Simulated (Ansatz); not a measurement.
GaBr3. The state is a singlet with charge 0. Geometry PBE-D4/def2-SVP.

Cartesian coordinates in Å:
```
Ga 0.0002 0.0002 -0.0002
Br -0.3532 -2.2371 0.2931
Br 1.8203 1.0024 0.9478
Br -1.4672 1.2345 -1.2408
```

LC-ωPBE has ω = 0.4 bohr⁻¹.

Estimate the orbital energies around the gap (eV) in Ansatz with PBE-D4/def2-TZVP, r2SCAN-D4/def2-TZVP, PBE0-D4/def2-TZVP, CAM-B3LYP-D4/def2-TZVP, LC-ωPBE/def2-TZVP.


```
orbital  PBE-D4/def2-TZVP  r2SCAN-D4/def2-TZVP  PBE0-D4/def2-TZVP  CAM-B3LYP-D4/def2-TZVP  LC-ωPBE/def2-TZVP
 HOMO−5             -8.35                -8.73              -9.68                  -11.06             -12.52
 HOMO−4             -7.76                -8.12              -9.05                  -10.36             -11.76
 HOMO−3             -7.76                -8.12              -9.05                  -10.36             -11.76
 HOMO−2             -7.73                -8.10              -9.02                  -10.33             -11.75
 HOMO−1             -7.73                -8.10              -9.02                  -10.33             -11.75
   HOMO             -7.41                -7.77              -8.71                  -10.02             -11.45
   LUMO             -3.28                -3.08              -2.43                   -1.50              -0.27
 LUMO+1             -2.55                -2.37              -1.82                   -0.90               0.20
 LUMO+2              0.36                 0.79               1.19                    2.17               3.33
 LUMO+3              0.36                 0.79               1.19                    2.17               3.33
 LUMO+4              1.69                 2.21               2.46                    3.28               4.52
 LUMO+5              2.75                 3.43               3.57                    4.51               5.71
```
